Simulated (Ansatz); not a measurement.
Kohn–Sham single points on `N#[C][Ge]([F])[Cl]` radical.

```yaml
crystal:
  periodic: [false, false, false]
  atoms:
    - {symbol: N, position_ang: [1.169831, -1.332914, 1.556967]}
    - {symbol: C, position_ang: [0.647723, -0.754991, 0.707349]}
    - {symbol: Ge, position_ang: [-0.063156, 0.127159, -0.853433]}
    - {symbol: F, position_ang: [-1.722132, -0.342972, -0.913373]}
    - {symbol: Cl, position_ang: [0.017534, 2.230120, -0.539009]}
basis:
  gaussian: {orbitals: def2-TZVPP}
magnetization: {spin_polarized: true, initial_magnetization: 1}
hamiltonian: {xc: pbe0, dispersion: d4}
output: {orbitals: {seedname: orbitals}}
```

```sh
$ ansatz run in.yaml --threads 4 --pin off --events-out ev --progress --plain
```

Shortened log:

```
Functional definition: PBE0
1217 factors; their error is unknown
mean field evaluation 1: about -74263.5049 eV, gradient 4.3e1 eV
mean field evaluation 2: about -74223.6509 eV, gradient 9.4e1 eV
mean field evaluation 4: about -74270.4174 eV, gradient 6.6e0 eV
mean field evaluation 8: about -74270.6081 eV, gradient 1.5e-1 eV
mean field evaluation 16: about -74270.9305 eV, gradient 1.7e-3 eV
mean field -74270.93049023 eV, -2729.4063528711 hartree, gradient 5.6e-5 eV, S^2 0.752708; 0 other end points of the search recorded, 0 dependent functions left out
reference -74270.93051425 eV, -2729.4063537538 hartree; 36, 35 occupied and 147, 148 virtual orbitals, 1217 factors
Total energy: -74271.04908939 eV, -2729.4107113100 hartree
```

It took 4.1 s on 4 threads of a server CPU on a shared host, with 0.63 GiB of host memory at the peak.

With the line `hamiltonian: {xc: {name: wB97X-V}}` (abridged; 10 s):

```
Functional definition: wB97X-V
mean field evaluation 16: about -74278.9042 eV, gradient 1.1e-3 eV
mean field -74278.90420389 eV, -2729.6993814433 hartree, gradient 6.3e-5 eV, S^2 0.753474
Total energy: -74278.90420278 eV, -2729.6993814025 hartree
```

With the line `hamiltonian: {xc: {name: CAM-B3LYP}, dispersion: d4}` (abridged; 5.5 s):

```
Functional definition: CAM-B3LYP
mean field evaluation 16: about -74289.6416 eV, gradient 2.2e-3 eV
mean field -74289.64163326 eV, -2730.0939746946 hartree, gradient 2.0e-5 eV, S^2 0.753298
Total energy: -74289.76452411 eV, -2730.0984908502 hartree
```

The same input with `hamiltonian: {xc: {name: LC-wPBE}, dispersion: d4}` (abridged; 3.5 s):

```
WARN the engine holds no damping parameters fitted to this dispersion correction and functional, so the run takes those fitted to pbe0 (hamiltonian.dispersion, under Limitations)
Functional definition: LC-wPBE
mean field evaluation 16: about -74273.2765 eV, gradient 9.5e-4 eV
mean field -74273.27645608 eV, -2729.4925655259 hartree, gradient 2.7e-5 eV, S^2 0.754141
Total energy: -74273.39503123 eV, -2729.4969230824 hartree
```

The same input with `hamiltonian: {xc: r2scan, dispersion: d4}` and forces (abridged; 7 s):

```
Functional definition: r2SCAN
mean field evaluation 16: about -74284.2753 eV, gradient 1.3e-3 eV
mean field -74284.27532463 eV, -2729.8967664900 hartree, gradient 5.2e-5 eV, S^2 0.753371
Total energy: -74284.30729433 eV, -2729.8979413546 hartree
Atom 0 force     0.273836    -0.303278     0.438203 eV/Å
Atom 1 force    -0.281549     0.304301    -0.426361 eV/Å
Atom 2 force     0.087691    -0.063225    -0.038544 eV/Å
Atom 3 force    -0.071606    -0.009889     0.009821 eV/Å
Atom 4 force    -0.008372     0.072091     0.016881 eV/Å
Dipole moment:     0.064731     0.208943    -0.505467 e Å
```

The same input with `hamiltonian: {xc: pbe, dispersion: d4}` and forces (abridged; 2.7 s):

```
Functional definition: PBE
mean field evaluation 16: about -74268.7114 eV, gradient 2.2e-3 eV
mean field -74268.71137213 eV, -2729.3248017851 hartree, gradient 1.2e-5 eV, S^2 0.751555
Total energy: -74268.85065085 eV, -2729.3299201837 hartree
Atom 0 force     0.748837    -0.829738     1.203553 eV/Å
Atom 1 force    -0.645118     0.705326    -0.955290 eV/Å
Atom 2 force     0.631921    -0.113443    -0.301058 eV/Å
Atom 3 force    -0.757117    -0.218034    -0.023633 eV/Å
Atom 4 force     0.021477     0.455889     0.076428 eV/Å
Dipole moment:     0.054015     0.216171    -0.484482 e Å
```

LC-ωPBE has ω = 0.4 bohr⁻¹; the program lends it PBE0's D4 damping.
